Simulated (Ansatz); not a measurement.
Basis sets compared for TaOCl3 (TaCl3O). The state is a singlet with charge 0. Geometry PBE-D4/def2-SVP. Ansatz on 4 threads of Arm Neoverse N1 on a shared host; times are rough, and most runs start from earlier orbitals.

Cartesian coordinates in Å:
```
Ta -0.003 0.023 0.047
O -0.111 0.791 1.586
Cl -0.026 -2.247 0.436
Cl 1.976 0.720 -0.903
Cl -1.836 0.712 -1.166
```

In the def2 sets Ta takes a core potential; there is no spin–orbit coupling.

Binding counts from free atoms (Ta quartet, O triplet, Cl doublet) in the same basis, without a counterpoise term.

| level | functions | energy (Eh) | HOMO (eV) | LUMO (eV) | binding per atom (eV) | wall time |
| --- | --- | --- | --- | --- | --- | --- |
| PBE-D4/def2-SVP | 100 | -1512.0372 | -8.26 | -3.55 | 4.78 | 1.6 s |
| PBE0-D4/def2-SVP | 100 | -1512.0853 | -9.79 | -2.90 | 4.50 | 2.4 s |

Task: Estimate the rows for PBE-D4/def2-TZVP (with forces), PBE0-D4/def2-TZVP.

Result: 
```tsv
level	functions	energy (Eh)	HOMO (eV)	LUMO (eV)	binding per atom (eV)	wall time
PBE-D4/def2-TZVP (with forces)	182	-1512.6178	-8.28	-3.65	4.77	3.3 s
PBE0-D4/def2-TZVP	182	-1512.6651	-9.75	-2.93	4.53	4 s
```
